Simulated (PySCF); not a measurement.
Ionisation energy of P⁺ by level of theory

P⁺ [Ne] 3s2 3p2 (3P) → P²⁺ [Ne] 3s2 3p1 (2P), as a difference of total energies. Calculation: PySCF 2.14, in aug-cc-pwCVTZ (8s7p5d3f, 75 functions); the non-relativistic Hamiltonian (point nucleus). Correlated levels: valence and next inner shell: 1s2 frozen. The calculations carry no spin-orbit coupling.

| method | ionisation energy (eV) |
| --- | --- |
| UHF | 19.163 |
| MP2 (valence and next inner shell) | 19.646 |
| SCS-MP2 (valence and next inner shell) | 19.552 |
| CCSD (valence and next inner shell) | 19.678 |
| CCSD(T) (valence and next inner shell) | 19.712 |

A first-order spin-orbit estimate (lowest level to lowest level, LS coupling) adds -0.007 eV.

Errors of the correlated levels include the incompleteness of this basis and the frozen core.

Question: Which method comes closest to the reference value, and which is furthest?

Answer: The reference is 19.769 eV (semi-empirical (NIST evaluation); NIST Atomic Spectra Database, ionization energies). Closest: CCSD(T) (valence and next inner shell) (error -0.064 eV); furthest: UHF (error -0.613 eV), both after the spin-orbit estimate.
